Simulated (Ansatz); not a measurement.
Basis-set extrapolation for `BC[SiH](O)F` (PBE0-D4/def2-TZVP geometry, frozen core, the Gaussian-basis code of Ansatz). Multiplicity 1, RHF reference.

```json
{"": "HF", "def2-TZVPP": "-529.519878", "def2-QZVPP": "-529.541110"}
{"": "MP2 correlation", "def2-TZVPP": "-0.884929", "def2-QZVPP": "-0.956320"}
{"": "CCSD(T) correlation", "def2-TZVPP": "-0.953259", "def2-QZVPP": "not run"}
```

Energies in hartree. Use E(X) = E(∞) + A·exp(−7.88·√X) for Hartree–Fock and E(X) = E(∞) + B·X^(−2.97) for correlation, with X = 3 and 4, and add CCSD(T) minus MP2 of the smaller set to the MP2 limit.

**Question.** What is the CCSD(T) energy at the basis-set limit?

**Answer.** HF limit: -529.541110 + (-0.021232) × 0.13774 = -529.54403. MP2 limit: -0.956320 + (-0.071391) × 0.74074 = -1.00920. Higher-order term: -0.953259 − (-0.884929) = -0.06833. Total: -530.62156 hartree, 389.7 kJ/mol below CCSD(T)/def2-TZVPP.
